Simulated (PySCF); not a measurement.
Compound: CH7AsBP.
Numbering: `[CH3:1][B:2]([PH2:3])[AsH2:4]` (hydrogens: H5, H6, H7 on C1; H8, H9 on P3; H10, H11 on As4)

The calculation used TDDFT CAM-B3LYP/def2-SVPD, vertical, gas phase, core orbitals frozen in the response (PySCF). Geometry: PBE0-D3(BJ)/def2-SVP, one conformer, isolated molecule. The CAM-B3LYP/def2-SVPD calculation is non-relativistic and has no spin–orbit coupling, an omission that weighs most on arsenic. Torsions of this conformer, `[CH3:1][B:2]([PH2:3])[AsH2:4]`: H–P3–B2–C1 147°, H–P3–B2–C1 45°, H–As4–B2–C1 51°, H–As4–B2–C1 147°.

Computed singlets:

```json
{"state": "S1", "E (eV)": "4.58", "f": "0.018"}
{"state": "S2", "E (eV)": "5.12", "f": "0.164"}
{"state": "S3", "E (eV)": "6.20", "f": "0.055"}
{"state": "S4", "E (eV)": "6.28", "f": "0.010"}
{"state": "S5", "E (eV)": "6.38", "f": "0.015"}
{"state": "S6", "E (eV)": "6.46", "f": "0.017"}
{"state": "S7", "E (eV)": "6.69", "f": "0.042"}
{"state": "S8", "E (eV)": "6.70", "f": "0.0069"}
{"state": "S9", "E (eV)": "7.23", "f": "0.184"}
{"state": "S10", "E (eV)": "7.36", "f": "0.330"}
```

Build the mean polarisability up from these states and compare it with the full response value.

Each state adds f / ΔE² (ΔE in hartree, 27.2114 eV).

```json
{"state": "S1", "f/ΔE² (au)": "0.63", "running sum (au)": "0.63", "running share of α (%)": "0.7"}
{"state": "S2", "f/ΔE² (au)": "4.62", "running sum (au)": "5.25", "running share of α (%)": "5.9"}
{"state": "S3", "f/ΔE² (au)": "1.06", "running sum (au)": "6.31", "running share of α (%)": "7.0"}
{"state": "S4", "f/ΔE² (au)": "0.19", "running sum (au)": "6.50", "running share of α (%)": "7.3"}
{"state": "S5", "f/ΔE² (au)": "0.27", "running sum (au)": "6.77", "running share of α (%)": "7.6"}
{"state": "S6", "f/ΔE² (au)": "0.30", "running sum (au)": "7.07", "running share of α (%)": "7.9"}
{"state": "S7", "f/ΔE² (au)": "0.70", "running sum (au)": "7.77", "running share of α (%)": "8.7"}
{"state": "S8", "f/ΔE² (au)": "0.11", "running sum (au)": "7.88", "running share of α (%)": "8.8"}
{"state": "S9", "f/ΔE² (au)": "2.61", "running sum (au)": "10.50", "running share of α (%)": "11.7"}
{"state": "S10", "f/ΔE² (au)": "4.51", "running sum (au)": "15.01", "running share of α (%)": "16.8"}
```

The full response gives 89.51 au (13.26 Å³), so 74.5 au comes from the higher roots of the same equations.

By how much does the contribution of these states grow at 632.8 nm?

With ω = 0.0720 hartree each state's term in the mean polarisability goes from f / ΔE² to f / (ΔE² − ω²); the sum over all 10 states goes from 15.01 to 16.76 au, a rise of 1.76 au.

The run took 68 s on one thread, Arm Neoverse V2 (shared host).
